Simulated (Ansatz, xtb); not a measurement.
## Relative energy of two isomers of C2H6Ga

We compare a, `[CH2][GaH][CH3]`, a doublet, with b, `C[CH2][GaH]`, a doublet. Both are isolated molecules in the gas phase, relaxed with PBE0-D3(BJ)/def2-SVP; the shapes shown needn't be the lowest conformers.

a (Å):

```xyz
9

C     0.7818    2.4396   -0.9281
C    -0.7105    0.3507    1.2964
Ga    0.0269    0.7037   -0.4925
H     1.2056    2.6892   -1.9093
H     0.8284    3.2736   -0.2152
H     0.0213   -0.4081   -1.6078
H    -0.6325    1.2194    1.9662
H    -1.7718    0.0628    1.2203
H    -0.1863   -0.4989    1.7638
```

b (Å):

```yaml
atoms:
  - { symbol: C, position_ang: [-0.3023, 0.2270, -0.2635] }
  - { symbol: C, position_ang: [1.0827, 0.4455, -0.8608] }
  - { symbol: Ga, position_ang: [-0.5751, 1.0918, 1.5258] }
  - { symbol: H, position_ang: [1.1846, -0.0374, -1.8484] }
  - { symbol: H, position_ang: [0.6017, 1.9981, 2.1410] }
  - { symbol: H, position_ang: [1.8776, 0.0348, -0.2182] }
  - { symbol: H, position_ang: [-0.5306, -0.8464, -0.1433] }
  - { symbol: H, position_ang: [1.3070, 1.5150, -0.9996] }
  - { symbol: H, position_ang: [-1.0962, 0.6201, -0.9234] }
```

Quicker runs give these differences E(b) − E(a): GFN2-xTB −151.3 kJ/mol; HF/STO-3G +66.3 kJ/mol (at GFN2-xTB geometries); r2SCAN-D4/def2-SVP +4.4 kJ/mol (at GFN2-xTB geometries).

**Question.** Estimate E(b) − E(a) at the level CCSD(T)/def2-SVP + ΔMP2/def2-TZVPP.

**Answer.** Calculated at CCSD(T)/def2-SVP + ΔMP2/def2-TZVPP: E(b) − E(a) = −32.2 kJ/mol, so structure b lies lower.

Level by level:

| level | geometry | E(b) − E(a) (kJ/mol) | departure from the last row (kJ/mol) | job, with rough time for the two |
| --- | --- | --- | --- | --- |
| GFN2-xTB | GFN2-xTB | −151.3 | −119.1 | optimisation, 0.34 s |
| HF/STO-3G | GFN2-xTB | +66.3 | +98.4 | single point, 3.9 s |
| r2SCAN-D4/def2-SVP | GFN2-xTB | +4.4 | +36.6 | single point, 5.5 s |
| PBE0-D3(BJ)/def2-SVP | PBE0-D3(BJ)/def2-SVP | −51.3 | −19.1 | optimisation, 92 s |
| HF/def2-SVP | PBE0-D3(BJ)/def2-SVP | −19.1 | +13.0 | part of the CCSD(T) run |
| MP2/def2-SVP | PBE0-D3(BJ)/def2-SVP | −49.8 | −17.6 | part of the CCSD(T) run |
| CCSD(T)/def2-SVP | PBE0-D3(BJ)/def2-SVP | −45.2 | −13.1 | single point |
| CCSD(T)/def2-SVP + ΔMP2/def2-TZVPP | PBE0-D3(BJ)/def2-SVP | −32.2 |  | single point, 40 s |

As drawn, b has 1 C–C in place of 1 C–Ga.

HF/STO-3G, r2SCAN-D4/def2-SVP put the two in the other order. The largest departure from CCSD(T)/def2-SVP + ΔMP2/def2-TZVPP is that of GFN2-xTB, 119.1 kJ/mol. A small imaginary or near-zero mode remains, so no thermal terms are given. The last row adds to CCSD(T) the change of the MP2 difference between the two basis sets, here +13.1 kJ/mol, a large step that makes the value less sure.

Open shells are spin-unrestricted, with notable spin contamination under HF/STO-3G. The correlated steps freeze 11 core orbitals; the filled d shell of Ga is correlated, in a basis made for valence electrons. Codes used: Ansatz 0.2.0, xtb 6.7.1; the last row on 2 threads of Arm Neoverse V1 on a shared host.
